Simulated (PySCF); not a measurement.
Nuclear quadrupole coupling in `N#C[C@]1(C[SiH3])[C@@H]2C[C@@H]21`

Species: C₆H₉NSi.
Cartesian coordinates in Å at the PBE0-D3(BJ)/def2-SVP level; atoms count from 1:
```
atom  x, y, z in Å
N1     0.0435   -2.8725   -0.6697
C2    -0.1002   -1.7479   -0.4329
C3    -0.2633   -0.3323   -0.1217
C4     0.9675    0.3088    0.4960
Si5    2.4621    0.4345   -0.6665
C6    -1.6183    0.1525    0.3147
C7    -2.4079   -0.2302   -0.8909
C8    -1.1209    0.5107   -1.0243
H9     1.2678   -0.2507    1.3972
H10    0.7068    1.3276    0.8276
H11    2.1111    1.2870   -1.8435
H12    2.8761   -0.9161   -1.1447
H13    3.5942    1.0711    0.0720
H14   -1.8653    0.7506    1.1906
H15   -3.3178    0.3503   -1.0744
H16   -2.4679   -1.2841   -1.1958
H17   -0.8732    1.4659   -1.4853
```

Field gradients from the PBE0/pcSseg-1 density (PySCF, non-relativistic), principal values in atomic units, ordered |Vxx| ≤ |Vyy| ≤ |Vzz|:

| atom | Vxx | Vyy | Vzz |
| --- | --- | --- | --- |
| N1 | 0.4054 | 0.5299 | -0.9352 |

Find the asymmetry η = (Vxx − Vyy)/Vzz and the couplings χ = eQV/h (234.96 MHz × Q in barn × V in au), with Q(14N) = 0.02044 b.

```
atom       environment  nucleus     η  χzz (MHz)  χxx (MHz)  χyy (MHz)
  N1  nitrile nitrogen      14N  0.13     -4.492      1.947      2.545
```

What is Vzz at N1 in SI units (1 au = 9.71736 × 10²¹ V/m²)?

-0.9352 au = -9.088 × 10²¹ V/m².

Were the hydrogens deuterons (Q(2H) = 0.00286 b), χzz would run from 94 kHz (H11, H13 and H12) to 212 kHz (H14 and H17).

One conformer (not necessarily the lowest) at the PBE0-D3(BJ)/def2-SVP geometry, without solvent, vibrations or thermal averaging. These gradients aren't converged with respect to the basis.
